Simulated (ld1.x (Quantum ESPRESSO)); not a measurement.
# Before and after: PAW potential for Ga (Z = 31)

- Element: Ga (Z = 31)
- Generator: ld1.x (Quantum ESPRESSO) 7.5
- Type: PAW
- Functional: PBE
- Relativity: scalar-relativistic
- Frozen core: [Ar]
- Valence charge: 13
- Reference configuration: 3d10 4s2 4p0.5 (charge +0.5)
- Partial waves: 4s (bound): rcut 1.15, rcutus 1.60 bohr; 4s channel at 1 Ry: rcut 1.15, rcutus 1.60 bohr; 4p (bound): rcut 1.80, rcutus 2.40 bohr; 4p channel at 1.55 Ry: rcut 1.80, rcutus 2.40 bohr; 3d (bound): rcut 1.10, rcutus 1.45 bohr; 3d channel at -0.85 Ry: rcut 1.10, rcutus 1.45 bohr; 4f channel at 0.45 Ry: rcut 1.80, rcutus 2.35 bohr; 4f channel at 2.5 Ry: rcut 1.80, rcutus 2.35 bohr
- Local potential: all-electron potential smoothed inside 1.35 bohr (lloc = -1)
- Core correction: Bessel-smoothed model core inside 0.65 bohr
- Augmentation charge: BESSEL, radius 0.95 bohr

All-electron outer shells of the reference configuration (PBE, scalar-relativistic, ld1.x):

| shell | level (eV) | outermost node (bohr) | outermost maximum (bohr) |
| --- | --- | --- | --- |
| 3p | -102.70 | 0.24 | 0.56 |
| 3d | -22.99 | – | 0.53 |
| 4s | -12.43 | 0.81 | 1.87 |
| 4p | -5.62 | 0.87 | 2.41 |

Change: local potential all-electron potential smoothed inside 1.82 bohr (lloc = -1).

Cutoffs: the cutoffs (Ry, on a coarse ladder) from which the occupation-weighted sum of valence levels, in a spherical-Bessel basis at the reference potential, stays within 10 and 1 mRy of its value at 400 Ry; they do not see the model core or the augmentation charge, which bear on the density cutoff. Errors are all-electron minus pseudo energies relative to the spin-unpolarised reference configuration.

Question: Predict the effect on cutoff, ghosts and configuration errors.

Answer: The potential gets neither clearly harder nor softer (55 Ry and 90 Ry → 55 Ry and 90 Ry); the bound ghost in s disappears; the errors of the 7 common tests hardly move. A state that the projectors do not describe sees the local part alone, so a deeper or shallower local part can create or remove a ghost.

```tsv
quantity	base	changed
cutoff, loose	55 Ry	55 Ry
cutoff, tight	90 Ry	90 Ry
bound ghosts	s	none
error for 3d10 4s2 4p1, meV [ΔE -2.03 eV]	+0.2	+0.2
error for 3d10 4s2 4p0, meV [ΔE 3.66 eV]	-0.4	-0.4
error for 3d10 4s1 4p0, meV [ΔE 24.79 eV]	-4.2	-4.0
error for 3d10 4s1 4p1, meV [ΔE 11.03 eV]	-2.2	-2.1
error for 3d10 4s0 4p0, meV [ΔE 56.06 eV]	-14	-14
error for 3d9 4s0 4p0, meV [ΔE 119.93 eV]	-393	-396
error for 3d10 4s0 4p3, meV [ΔE 11.34 eV]	-3.4	-3.5
s: phases at 2.61 bohr within 0.05 rad from the reference energy up to (Ry; the scan ends near 5)	to the end of the scan	n/a
p: phases at 2.61 bohr within 0.05 rad from the reference energy up to (Ry; the scan ends near 5)	3.9	4.0
d: phases at 2.61 bohr within 0.05 rad from the reference energy up to (Ry; the scan ends near 5)	to the end of the scan	to the end of the scan
f: phases at 2.61 bohr within 0.05 rad from the reference energy up to (Ry; the scan ends near 5)	to the end of the scan	to the end of the scan
lowest overlap eigenvalue by channel	s 0.53, p 0.54, d 1.00, f 0.45	s 0.53, p 0.63, d 1.00, f 0.87
```

 A true bound ghost makes a file unfit for plane-wave use even where its test errors are small: the radial tests pick states by their node count and pass the ghost by.
